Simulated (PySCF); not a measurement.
**Spinor energies of Pd (palladium, neutral)**

Start: [Kr] 4d10. Calculated with PySCF 2.14 in x2c-SVPall-2c with one added diffuse shell each of s, p, d type (7s9p7d1f, 76 functions): generalised Hartree-Fock with the X2C-1e Hamiltonian and a Gaussian nucleus; one run each with spin-orbit coupling (SO) switched off, then screened by Boettger's factors.

```csv
spinor shell,electrons,"ε, spin-free (eV)","ε, screened SO (eV)",weight of nominal j (screened SO),"rms radius, screened SO (bohr)"
1s1/2,2,-24471.2,-24469.5,1.000,0.0366
2s1/2,2,-3655.2,-3654.8,1.000,0.150
2p1/2,2,-3271.1,-3381.6,1.000,0.130
2p3/2,4,-3271.1,-3220.0,1.000,0.135
3s1/2,2,-694.32,-694.22,1.000,0.403
3p1/2,2,-564.65,-584.58,1.000,0.399
3p3/2,4,-564.65,-555.37,1.000,0.410
3d3/2,4,-358.93,-362.29,1.000,0.387
4s1/2,2,-104.45,-104.44,1.000,1.02
4p1/2,2,-65.290,-68.553,1.000,1.11
4p3/2,4,-65.290,-63.787,1.000,1.14
4d3/2,4,-8.938,-9.290,1.000,1.71
4d5/2,6,-8.938,-8.714,1.000,1.76
```

Task: Where does 3d5/2 lie, and what is the 3d spin-orbit splitting (screened SO)?

Result: At -356.62 eV, 5.676 eV above 3d3/2.

```
   quantity    spin-free  screened SO
E (hartree)  -5041.87362  -5042.70190
        M_J            0            0
       ⟨J²⟩        0.000        0.000
       ⟨L²⟩        0.000        0.015
       ⟨S²⟩        0.000        0.015
```

Breit and QED terms are absent; they matter most for the inner s and p1/2 levels.

Densities and radii are taken from the X2C orbitals without a picture-change correction, which distorts them close to the nucleus.

Without spin-orbit coupling the j labels of p, d and f shells carry no meaning; the spin-free column gives the mean over the occupied spinors of each nl shell.
